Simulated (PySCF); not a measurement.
```xyz
3
charge 0 multiplicity 3, angstrom
W    -0.7800    0.0000   -0.6287
N    -2.1034    0.0000    0.3623
I     1.3624    0.0000    0.8710
```

Method: UPBE0/[W def2-TZVP with ECP60, N def2-TZVP, I def2-TZVP with ECP28], scalar-relativistic core potentials, density fitting, no spin–orbit coupling, PySCF.

This geometry of IWN is a stationary point at this level.

**Question.** What is the point group?

**Answer.** Cs.

**Question.** Is it a minimum?

**Answer.** Yes: all harmonic wavenumbers are real.

**Question.** List the harmonic modes with their infrared intensities.

**Answer.** 
| symmetry | ω (cm⁻¹) | IR (km/mol) | type |
| --- | --- | --- | --- |
| a' | 176 | 2.7 | bend |
| a' | 218 | 26.1 | mixed |
| a' | 1134 | 72.0 | stretch |

**Question.** What are the dipole moment and the gap between the highest occupied and lowest empty levels of either spin?

**Answer.** 4.14 D and 2.93 eV.

Other isomers or separated fragments may lie lower. Other spin states or occupations of the open shell can lie lower. Spin–orbit coupling, left out here, can matter for elements this heavy.
